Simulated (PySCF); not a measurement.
SMILES C([SiH2]C=O)#C (C3H4OSi) (CAM-B3LYP/def2-SVP optimised geometry):

```
9

C      1.283    -0.079     0.000
C      0.072    -0.079     0.000
Si    -1.761    -0.037     0.037
C     -2.359     1.336     1.252
O     -3.540     1.521     1.402
H      2.359    -0.083    -0.003
H     -2.299    -1.336     0.511
H     -2.299     0.276    -1.311
H     -1.610     1.958     1.816
```

Method: CAM-B3LYP/def2-TZVP (PySCF).

Q: What are the frontier orbital energies and the dipole moment?

A: HOMO-2 -10.23 eV, HOMO-1 -9.96 eV, HOMO -8.60 eV, LUMO -0.64 eV, LUMO+1 0.57 eV; dipole moment 2.80 D.

Meta-Löwdin charges at CAM-B3LYP/def2-TZVP: C1 -0.14, C2 -0.31, Si3 0.63, C4 0.08, O5 -0.36, H6 0.18, H7 -0.08, H8 -0.08, H9 0.08.
